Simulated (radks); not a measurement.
The numbers below are computed, except where a source is named.
Ta+, 72 electrons, occupied as [Xe] 4f14 5d3 6s1. Code: a radial shooting solver on a logarithmic mesh with Libxc functionals. Model: scalar-relativistic Kohn-Sham, PBEsol, spin-polarised, spherical densities, point nucleus; open shells are filled with parallel spins first (spin-orbit coupling, left out, can overturn this in heavy ions). Some entries of the table are withheld. Estimate them.

orbital  occ.  eigenvalue (hartree)  <r> (bohr)
1s up       1             -2475.210     0.01866
1s down     1             -2475.209     0.01866
2s up       1             -425.4891     0.07896
2s down     1             -425.4849     0.07896
2p up       3             -372.9233     0.07058
2p down     3             -372.9199     0.07058
3s up       1             -97.66041      0.2049
3s down     1             -97.65926      0.2049
3p up       3             -82.02922      0.2049
3p down     3             -82.02791      0.2049
3d up       5             -63.79025      0.1857
3d down     5             -63.78764      0.1857
4s up       1             -20.10420      0.4588
4s down     1             -20.10082      0.4588
4p up       3             -14.97656      0.4878
4p down     3             -14.97328      0.4878
4d up       5              -8.41665      0.5233
4d down     5              -8.41251      0.5231
5s up       1              -2.95947       1.103
5s down     1              -2.91769       1.096
5p up       3              -1.73264         (1)
5p down     3              -1.67336         (2)
4f up       7              -1.16921      0.6421
4f down     7              -1.15850      0.6368
6s up       1              -0.45707       2.998
5d up       3              -0.41814         (3)
5d down     0              -0.32507         (4)

Answer. 
(1) 5p up <r> (bohr): 1.300
(2) 5p down <r> (bohr): 1.286
(3) 5d up <r> (bohr): 2.089
(4) 5d down <r> (bohr): 2.067
